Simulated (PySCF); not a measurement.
KI, SMILES [K][I].

Coordinates come from a r2SCAN-D4/def2-TZVPD optimisation. The def2 effective core potentials stand for the cores of I; spin–orbit coupling is left out.

Two levels are set side by side: PBE/def2-TZVPD (PySCF) and HF/def2-TZVPD (PySCF). Same geometry, gas phase. Differences are taken from unrounded values.

```tsv
quantity	HF	PBE	PBE minus HF
orbital gap (eV)	7.32	2.43	-4.89
highest occupied level (eV)	-7.79	-4.48	3.31
lowest empty level (eV)	-0.47	-2.05	-1.58
dipole moment (D)	11.73	10.74	-0.99
mean polarisability (bohr³)	58.5	75.1	16.5
```

Without exact exchange PBE keeps part of each electron's self-repulsion, which lifts occupied levels and narrows the gap. PBE's more diffuse valence density responds more strongly to a field. Differences between two approximate levels are no errors against the true value.

Rough cost on one machine, each run with all the roots and properties that it gave: HF against PBE about 1/3.
